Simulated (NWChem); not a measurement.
Everything below was run with NWChem. System: Sn, charge 0, spin multiplicity 3. Its SCF solution wasn't tested for a lower state. Level: UMP2/def2-TZVP with def2 effective core potentials on Sn, 4 core orbitals frozen.

Job file:

```
start mol
memory heap 200 mb stack 900 mb global 1100 mb
geometry units angstroms nocenter noautoz
  Sn     0.000000     0.000000     0.000000
  symmetry group D2h
end
basis spherical
  * library def2-tzvp
end
ecp
  Sn library def2-ecp
end
scf
  uhf
  nopen 2
  maxiter 100
  thresh 1e-7
  semidirect memsize 60000000 filesize 0
  # guess.movecs holds the orbitals of an unrestricted PBE0 run
  vectors input guess.movecs output mol.movecs
end
mp2
  freeze core 4
end
task mp2 energy
```

Part of the output:

```
             Northwest Computational Chemistry Package (NWChem) 7.3.0
             --------------------------------------------------------

                                NWChem Input Module
                                -------------------

 Scaling coordinates for geometry "geometry" by  1.889725989
 (inverse scale =  0.529177249)

                             Geometry "geometry" -> ""
                             -------------------------

 Output coordinates in angstroms (scale by  1.889725989 to convert to a.u.)

  No.       Tag          Charge          X              Y              Z
 ---- ---------------- ---------- -------------- -------------- --------------
    1 Sn                  50.0000     0.00000000     0.00000000     0.00000000

 Effective nuclear repulsion energy (a.u.)       0.0000000000

            Nuclear Dipole moment (a.u.)
            ----------------------------
        X                 Y               Z
 ---------------- ---------------- ----------------
     0.0000000000     0.0000000000     0.0000000000

      Symmetry information
      --------------------

 Group name             D2h
 Group number             26
 Group order               8
 No. of unique centers     1

      Symmetry unique atoms

     1


 Summary of "ao basis" -> "" (spherical)
 ------------------------------------------------------------------------------
       Tag                 Description            Shells   Functions and Types
 ---------------- ------------------------------  ------  ---------------------
 *                         def2-tzvp                  on all atoms

 Summary of "ao basis" -> "ao basis" (spherical)
 ------------------------------------------------------------------------------
       Tag                 Description            Shells   Functions and Types
 ---------------- ------------------------------  ------  ---------------------
 Sn                        def2-tzvp                16       50   6s5p3d2f

                                 NWChem SCF Module
                                 -----------------

  ao basis        = "ao basis"
  functions       =    50
  atoms           =     1
  alpha electrons =    12
  beta  electrons =    10
  charge          =   0.00
  wavefunction    = UHF
  use symmetry    = T
  symmetry adapt  = T

 Summary of "ao basis" -> "ao basis" (spherical)
 ------------------------------------------------------------------------------
       Tag                 Description            Shells   Functions and Types
 ---------------- ------------------------------  ------  ---------------------
 Sn                        def2-tzvp                16       50   6s5p3d2f

      Symmetry analysis of basis
      --------------------------

        ag         12
        au          2
        b1g         3
        b1u         9
        b2g         3
        b2u         9
        b3g         3
        b3u         9

 Forming initial guess at       0.0s

   Symmetry analysis of molecular orbitals - initial alpha
   -------------------------------------------------------

  Numbering of irreducible representations:

     1 ag          2 au          3 b1g         4 b1u         5 b2g
     6 b2u         7 b3g         8 b3u

  Orbital symmetries:

     1 ag          2 b1u         3 b2u         4 b3u         5 ag
     6 b2g         7 b3g         8 b1g         9 ag         10 ag
    11 b2u        12 b3u        13 b1u        14 b3u        15 b2u
    16 b1u        17 b1g        18 ag         19 ag         20 b3g
[...]
 -----------   ------   -------------------------------------------------------
    1 Sn  22    22.00   0.29 -0.78  1.54  0.94  1.09  0.90 -0.40  6.36  0.45  1.12  0.48  8.94  1.03  0.03  0.00  0.00

  Mulliken analysis of the alpha density
  --------------------------------------

    Atom       Charge   Shell Charges
 -----------   ------   -------------------------------------------------------
    1 Sn  22    12.00   0.14 -0.39  0.77  0.47  0.53  0.47 -0.20  3.19  0.42  1.12  0.48  4.45  0.53  0.02  0.00  0.00

   Mulliken analysis of the beta density
   -------------------------------------

    Atom       Charge   Shell Charges
 -----------   ------   -------------------------------------------------------
    1 Sn  22    10.00   0.14 -0.39  0.77  0.47  0.56  0.43 -0.19  3.17  0.03 -0.00  0.00  4.49  0.50  0.01  0.00  0.00

   Mulliken analysis of the spin density
   -------------------------------------

    Atom       Charge   Shell Charges
 -----------   ------   -------------------------------------------------------
    1 Sn  22     2.00  -0.00  0.00 -0.00 -0.00 -0.04  0.04 -0.01  0.02  0.40  1.12  0.48 -0.05  0.04  0.01  0.00 -0.00

       Multipole analysis of the density wrt the origin
       ------------------------------------------------

     L   x y z        total         alpha         beta         nuclear
     -   - - -        -----         -----         ----         -------
     0   0 0 0      0.000000    -12.000000    -10.000000     22.000000

     1   1 0 0     -0.000000     -0.000000      0.000000      0.000000
     1   0 1 0      0.000000      0.000000      0.000000      0.000000
     1   0 0 1     -0.000000     -0.000000     -0.000000      0.000000

     2   2 0 0    -21.236381    -15.603994     -5.632387      0.000000
     2   1 1 0      0.000000     -0.000000      0.000000      0.000000
     2   1 0 1      0.000000      0.000000      0.000000      0.000000
     2   0 2 0    -21.236381    -15.603994     -5.632387      0.000000
     2   0 1 1     -0.000000     -0.000000      0.000000      0.000000
     2   0 0 2    -16.384117    -10.388004     -5.996113      0.000000

                   NWChem MP2 Semi-direct Energy/Gradient Module
                   ---------------------------------------------

  Basis functions       =     50
  Molecular orbitals    =     50
  Frozen core           =      4
  Frozen virtuals       =      0
  Active alpha occupied =      8
  Active beta occupied  =      6
  Active alpha virtual  =     38
  Active beta virtual   =     40
  Use MO symmetry       = T
  Use skeleton AO sym   = T

  AO/Fock/Back tols     =   1.0D-09  1.0D-09  1.0D-09

 GA uses MA = F    GA memory limited = T

 Available:
  local mem=  1.26D+08
 global mem=  1.44D+08
 local disk=  0.00D+00
  mp2_memr nvloc                    38
  nvloc new                    38
   1 passes of   8:        3145728                      20293                   1322182.
   1 passes of   8: M    126143244           G      144174200           F     122997516.

 Semi-direct pass number   1 of   1  for UHF alpha       at        0.3s
  vrange nnbf                  1275
  mp2_eaftype                    10  avail_ma_in_mb                  1099
 EAF : mp2_eaftype filesize          10     661091.
  mp2_eaf for mointskh                     10
Node 0 wrote      3.1 Mb in      0.0 s     Agg I/O rate:  1486.1 Mb/s
 Done moints_semi at        0.7s
  mp2_eaftype                    10  avail_ma_in_mb                  1089
 EAF : mp2_eaftype filesize          10     661091.
  mp2_eaf for kh                    10
 Done maket at        0.8s
 Done multipass loop at        0.8s

 GA uses MA = F    GA memory limited = T

 Available:
  local mem=  1.26D+08
 global mem=  1.44D+08
 local disk=  0.00D+00
  mp2_memr nvloc                    40
  nvloc new                    40
   1 passes of   6:        3145728                      17095                   1044742.
   1 passes of   6: M    126143244           G      144174200           F     122997516.

 Semi-direct pass number   1 of   1  for UHF beta        at        0.8s
  vrange nnbf                  1275
  mp2_eaftype                    10  avail_ma_in_mb                  1099
 EAF : mp2_eaftype filesize          10     522371.
  mp2_eaf for mointskh                     10
Node 0 wrote      2.4 Mb in      0.0 s     Agg I/O rate:  1736.7 Mb/s
 Done moints_semi at        1.2s
  mp2_eaftype                    10  avail_ma_in_mb                  1089
 EAF : mp2_eaftype filesize          10     522371.
  mp2_eaf for kh                    10
 Done maket at        1.2s
 Done multipass loop at        1.2s

          -------------------------------------------
          SCF energy                -213.339916634760
          Correlation energy          -0.264630648490
          Singlet pairs                0.000000000000
          Triplet pairs                0.000000000000
          Total MP2 energy          -213.604547283250
          -------------------------------------------

          ---------------------------------------------------
                    Spin Component Scaled (SCS) MP2
          Same spin pairs                     -0.095020826634
          Same spin scaling factor             0.333333333333
          Opposite spin pairs                 -0.169609821856
          Opposite spin scaling fact.          1.200000000000
          SCS-MP2 correlation energy          -0.235205395105
          Total SCS-MP2 energy              -213.575122029865
          ---------------------------------------------------

 -----------------------
 Performance information
 -----------------------

 Timer overhead =  9.67D-08 seconds/call

               Nr. of calls         CPU time (s)                 Wall time (s)                GFlops
             ---------------    -------------------     ------------------------------   -------------------
Name         Min   Avg   Max    Min     Avg     Max     Min     Avg     Max   Mx/calls   Min     Max     Sum
mp2: moin     2     2     2   0.88    0.88    0.88     0.88    0.88    0.88    0.44      0.0     0.0     0.0
mp2: make     2     2     2   2.14E-2 2.14E-2 2.14E-2  2.14E-2 2.14E-2 2.14E-2 1.07E-2   0.0     0.0     0.0
mp2: tota     1     1     1   0.96    0.96    0.96     0.96    0.96    0.96    0.96      0.0     0.0     0.0

 The average no. of pstat calls per process was 5.00D+00
 with a timing overhead of 4.83D-07s

 Task  times  cpu:        1.2s     wall:        1.2s

 Total times  cpu:        1.2s     wall:        1.2s
```
